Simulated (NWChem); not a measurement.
Correlation energy of In

```
In
```
Charge 0, spin multiplicity 2.

The numbers come from NWChem runs, not from measurements.

Basis set: def2-SVP. Each correlation energy counts from its own Hartree-Fock reference.

Effective core potentials replace the inner electrons of In; spin-orbit coupling is left out. The correlated methods keep 4 core orbitals frozen. The stability of the SCF solutions was not checked. Open-shell Hartree-Fock references start from PBE0 orbitals. Coupled-cluster values serve here as a point of comparison, not as the truth.

| method | correlation energy (mHa) |
|---|---|
| UMP2 | ? |
| SCS-UMP2 | -51.1 |
| CCSD on UHF | ? |
| CCSD[T] on UHF | -66.3 |
| CCSD(T) on UHF | -66.2 |
| CCSD on ROHF | -66.7 |
| CCSD[T] on ROHF | -68.8 |
| CCSD(T) on ROHF | -68.7 |
| CCSDT on ROHF | -68.9 |

Q: What belongs in the gaps?

A: 
- UMP2, correlation energy (mHa): -50.0
- CCSD on UHF, correlation energy (mHa): -64.3
